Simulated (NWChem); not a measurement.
C4H4OS; SMILES C(#C)[C@H](S)C=O

```xyz
10

C      2.0115     1.5097    -0.1852
C      1.0917     0.7885     0.1273
C     -0.0076    -0.0719     0.5154
S      0.0627    -1.7615    -0.2236
C     -1.3909     0.4920     0.1876
O     -1.5926     1.5513    -0.3254
H      2.8233     2.1521    -0.4732
H     -0.0163    -0.2170     1.6111
H      0.9200    -2.2699     0.6853
H     -2.2174    -0.2009     0.4877
```
Atoms are numbered in this order, from 1.

Program: NWChem. The geometry was optimised at PBE0/def2-SVP. Level B3LYP/def2-SVP: energy and gradient on several grids; changes count from the extra-fine grid, which is no exact limit either.

Q: Which is the coarsest grid (fine; xfine; medium; xcoarse; coarse) from which on the energy stays within 500 μHa and each gradient component within 500 μHa/bohr of xfine?

A: coarse.
```tsv
grid	size of the energy change (μHa)	largest change of a gradient component (μHa/bohr)	time, medium = 1 (rough)
xcoarse	50	3000	about 1
coarse	20	200	about 1
medium	< 10	80	about 1
fine	< 10	< 30	about 1
xfine	< 10	< 30	2
```
